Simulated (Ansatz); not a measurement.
Cost and result up the ladder for `S/C=C/c1ccc(/C=C/c2ccc(/C=C/c3ccc(S)cc3)cc2)cc1` (46 atoms). Total charge 0; singlet. Geometry: PBE-D4/def2-SVP.

Cartesian coordinates in Å:
```
S -10.6483 -3.4284 -1.0139
C -9.0947 -2.7393 -0.5542
C -7.9754 -2.8750 -1.3137
C -6.6422 -2.3743 -0.9931
C -6.3070 -1.7426 0.2314
C -5.0171 -1.2732 0.4702
C -3.9812 -1.4029 -0.4926
C -2.6542 -0.8829 -0.1904
C -1.5805 -0.8441 -1.0327
C -0.2495 -0.3316 -0.7399
C 0.7260 -0.3103 -1.7682
C 2.0150 0.1703 -1.5401
C 2.4106 0.6553 -0.2683
C 3.7724 1.1378 -0.0829
C 4.3328 1.6028 1.0709
C 5.6983 2.0830 1.2503
C 6.6492 2.1559 0.2005
C 7.9459 2.6202 0.4193
C 8.3526 3.0359 1.7075
S 9.9801 3.6376 2.0667
C 7.4211 2.9723 2.7660
C 6.1255 2.5057 2.5341
C 1.4322 0.6346 0.7635
C 0.1462 0.1574 0.5356
C -4.3143 -2.0474 -1.7115
C -5.6034 -2.5180 -1.9501
H -11.3747 -2.8363 -0.0278
H -9.0758 -2.2027 0.4072
H -8.0613 -3.4054 -2.2788
H -7.0694 -1.6223 1.0160
H -4.7887 -0.7857 1.4315
H -2.5399 -0.4752 0.8289
H -1.7062 -1.2281 -2.0597
H 0.4521 -0.6816 -2.7685
H 2.7484 0.1737 -2.3620
H 4.3949 1.1055 -0.9937
H 3.7147 1.6266 1.9848
H 6.3686 1.8429 -0.8161
H 8.6555 2.6621 -0.4215
H 10.4699 3.5175 0.8021
H 7.7159 3.2913 3.7774
H 5.4130 2.4631 3.3732
H 1.6917 1.0028 1.7674
H -0.5750 0.1561 1.3665
H -3.5444 -2.1882 -2.4847
H -5.8291 -3.0152 -2.9069
```

Ansatz on 2 threads of AMD EPYC 7R13 on a shared host and a share (18 GiB) of an NVIDIA H100 80GB HBM3. Times are rough, and most runs start from the orbitals of an earlier one. ωB97X-V/def2-TZVP serves as the yardstick here, not as an exact answer. Differences are given only for rows in sets of like size (and for xTB, whose basis is part of the method), since another set adds its own error. Binding counts from free atoms at the same level (S triplet, C triplet, H doublet; other spins of the atoms weren't run), without zero-point energy or a counterpoise term.

B3LYP takes the VWN-RPA correlation. Correlated methods freeze 34 core orbitals. The rows differ in basis, and correlated rows in double-zeta sets carry the largest basis error. Single mean-field runs in def2-SVP, def2-TZVP are fitted with def2-universal-jkfit.

Run but left out: HF/6-31G (restricted singlet, unstable in another Hartree–Fock run and untested here).

Correlated methods converge slowly with the basis, most of all in double-zeta sets.

```csv
level,functions,binding energy per atom (eV),difference from ωB97X-V/def2-TZVP (eV),remarks
PBE-D4/def2-TZVP (with forces),938,5.23,0.22,–
B3LYP-D4/6-31G,282,4.92,–,–
LDA (SPW92)/def2-TZVP,938,5.84,0.83,–
PBE0-D4/def2-SVP,472,5.20,–,–
ωB97X-V/def2-TZVP,938,5.01,0.00,–
MP2/def2-SVP,472,4.96,–,restricted SCF unstable
r2SCAN-D4/def2-TZVP,938,5.07,0.06,–
PBE-D4/def2-SVP,472,5.31,–,–
PBE0-D4/def2-TZVP (with forces),938,5.12,0.11,–
```

**Question.** Estimate how long each takes.

**Answer.** PBE-D4/def2-SVP 4.3 s; PBE0-D4/def2-SVP 4.4 s; LDA (SPW92)/def2-TZVP 5.5 s; B3LYP-D4/6-31G 5.5 s; r2SCAN-D4/def2-TZVP 6.5 s; PBE-D4/def2-TZVP (with forces) 7 s; PBE0-D4/def2-TZVP (with forces) 9 s; MP2/def2-SVP 9.5 s; ωB97X-V/def2-TZVP 11 s. On shared hardware such times vary by a factor of up to 3.
